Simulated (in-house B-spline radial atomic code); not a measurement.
## RPA and G0W0 on PBE0: Sc VII (Sc6+)

Configuration [Ne] 3s2 3p3, highest spin, mean-field start PBE0. Computed with a B-spline radial code for spherical atoms: all electrons, scalar-relativistic (spin-free one-electron X2C), finite nucleus, each spin shell either full or empty, empty states to l = 9 with an (l + 1/2)⁻⁴ tail; G0W0 by contour deformation at full frequency.

Command:
```bash
python run_gw.py task.json out
```
Settings (radii: box in bohr, nucleus in fm):
```
Z                        21
electrons                15
configuration            [Ne] 3s2 3p3
hamiltonian              x2c
method                   pbe0
lmax                     9
rms_radius               3.5459
spin_polarised           True
box_radius               9.29
intervals                68
```

Time taken, with all properties: 1.9 s on 1 thread of Arm Neoverse V1, on a shared host.

Energies (hartree):

```tsv
term	value
mean-field total	-752.23055
Hartree-Fock functional on these orbitals	-751.77559
direct second order	-1.0567
second-order exchange	0.38441
SOSEX correction	0.35243
```

Question: What is the RPA correlation energy, and what remains with SOSEX?

Answer: RPA gives -0.94183 hartree (-1.71 eV per electron); RPA + SOSEX gives -0.5894, and the second-order doubles -0.67229 hartree (no singles). SOSEX takes back 37 % of the RPA value.

Quasi-particle levels (eV):

```
  level  occupied  mean field  Σx - vxc     Σc  QP weight     G0W0
  3p up       yes     -129.31     -7.52      ?          ?        ?
3s down       yes     -145.25     -4.75  -3.12      0.962  -153.12
2p down       yes     -504.69    -27.12   6.93      0.932  -524.88
3p down        no     -117.55      9.50  -3.35      0.958  -111.40
```

G0W0 = mean field + (Σx - vxc) + Σc, with Σc (partial-wave tail included) taken at the quasi-particle energy. Only the outer levels were computed. Levels of low weight are left out.

Question: Where does G0W0 put 3p up?

Answer: At -137.13 eV, with Σc = -0.30 eV and a quasi-particle weight of 0.959. The tabulated removal energy is 137.99 ± 0.25 eV (NIST, semi-empirical); the calculation leaves out spin-orbit coupling, Breit and QED terms, and what these don't explain is the method's own error.
